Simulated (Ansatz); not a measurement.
Stretching the B1–I4 bond in BH2I (SMILES BI) (multiplicity 1 held, fragments rigid). Energies count from the point at 2.114 Å.
Geometry at that point (charge 0, multiplicity 1):
| atom | x (Å) | y (Å) | z (Å) |
|---|---|---|---|
| B | -1.0069 | -1.5282 | 0.2633 |
| H | -0.6251 | -2.3051 | 1.0692 |
| H | -1.9865 | -1.6589 | -0.3861 |
| I | 0.1443 | 0.2190 | -0.0377 |

Restricted levels (R-, RO-) in cc, def2 and unpolarised 6-31G sets keep to the state of the molecule at rest. Active spaces are followed from a long bond inwards. Levels need not reach the same state.

Frozen-core correlation. Filled d and f shells under p-block atoms count as core.

The values were computed with Ansatz (a program for electronic structure) with Gaussian orbitals. Each number belongs to the level named beside it. In def2 rows elements past Kr take small-core potentials, without spin–orbit coupling.

Energies in kcal/mol.

| R (Å) | R-HF/def2-SVP | R-CCSD(T)/def2-SVP | CASSCF(6,4)/def2-SVP | SC-NEVPT2 on CASSCF(6,4)/def2-SVP | FIC-MRCISD+Q on CASSCF(6,4)/def2-SVP |
|---|---|---|---|---|---|
| 1.691 | 69.5 | 65.5 | 71.0 | 63.2 | 65.6 |
| 1.902 | 13.6 | 11.9 | 15.1 | 11.4 | 12.1 |
| 2.114 | 0.0 | 0.0 | 0.0 | 0.0 | 0.0 |
| 2.325 | 5.0 | 5.9 | 3.3 | 6.0 | 5.7 |
| 2.537 | 17.4 | 18.6 | 13.7 | 17.1 | 18.3 |
| 2.854 | 39.6 | 39.8 | 32.2 | 38.0 | 39.0 |
| 3.171 | 60.5 | 58.0 | 48.3 | 56.1 | 56.9 |
| 3.699 | 89.2 | 77.0 | 65.7 | 75.9 | 76.2 |
| 4.228 | 110.6 | 80.1 | 72.8 | 84.4 | 84.5 |
| 4.862 | 128.6 | 68.5 | 75.2 | 88.1 | 87.4 |
| 5.707 | 143.4 | 51.0 | 75.8 | 88.7 | 88.1 |
| 6.764 | 153.1 | 43.2 | 75.9 | 88.9 | 88.3 |

Doubts at one or more of the structures used: a restricted determinant that unrestricted orbitals would lower (R-HF/def2-SVP, R-CCSD(T)/def2-SVP); other coupled-cluster roots lie near (R-CCSD(T)/def2-SVP); T1 above 0.05 (R-CCSD(T)/def2-SVP); active orbitals that take no part (CASSCF(6,4)/def2-SVP, SC-NEVPT2 on CASSCF(6,4)/def2-SVP, FIC-MRCISD+Q on CASSCF(6,4)/def2-SVP).
